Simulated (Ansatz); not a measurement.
Reaction (formal exchange of groups at the Si–C bond): `C#C[SiH2]F` + `BB` → `BB[SiH2]F` + `C#C`

Gas-phase electronic energies from Ansatz, PBE0-D4/def2-TZVP geometries. CCSD(T)/CBS adds triple-zeta CCSD(T) − MP2 to the extrapolated MP2 energy (def2 sets, frozen cores). This one scheme is used for every species. Functionals use def2-TZVPP. Each species was taken in one conformer, which may not be the lowest.

`C#C[SiH2]F`:

```xyz
7

C    -1.907   -0.195   -0.433
C    -0.737   -0.073   -0.169
Si    1.025    0.071    0.250
F     1.577    1.470   -0.282
H    -2.941   -0.300   -0.668
H     1.195    0.035    1.718
H     1.786   -1.008   -0.415
```

`BB`:

Cartesian coordinates in Å:
```
B -0.421 0.471 0.513
B 0.421 -0.472 -0.513
H -1.210 0.018 1.297
H -0.292 1.664 0.533
H 1.491 -0.933 -0.224
H 0.011 -0.748 -1.607
```

`BB[SiH2]F`:

```xyz
9

B    -1.552    0.622   -0.593
B    -0.496   -0.560   -0.298
Si    1.296   -0.227    0.537
F     1.562    1.322    0.875
H    -2.357    0.971    0.227
H    -1.544    1.236   -1.624
H    -0.691   -1.718   -0.550
H     1.407   -0.980    1.815
H     2.375   -0.665   -0.390
```

`C#C`:

```xyz
4

C    -0.134   -0.018   -0.583
C     0.134    0.018    0.583
H    -0.373   -0.051   -1.620
H     0.373    0.051    1.620
```

```
     species  BLYP energy (Eh)
`C#C[SiH2]F`        -467.39819
        `BB`         -52.01255
 `BB[SiH2]F`        -442.06170
       `C#C`         -77.33348
```

Work out ΔE.

ΔE = (-442.06170) + (-77.33348) − (-467.39819) − (-52.01255) = 0.01556 Eh = +40.9 kJ/mol. CCSD(T)/CBS gives +45.3 kJ/mol.

Largest T1 diagnostic among the species: 0.014.

At CCSD(T), def2-SVP lies −5.1 kJ/mol from the extrapolated value and def2-TZVPP +0.7 kJ/mol. From PBE to PBE0 (25 % exact exchange), in def2-TZVPP and without D4, ΔE moves by +5.2 kJ/mol. In def2-TZVPP, CCSD(T) changes the Hartree–Fock value by −13.1 kJ/mol (the triples alone add −0.8 kJ/mol) and MP2 by −4.6 kJ/mol.
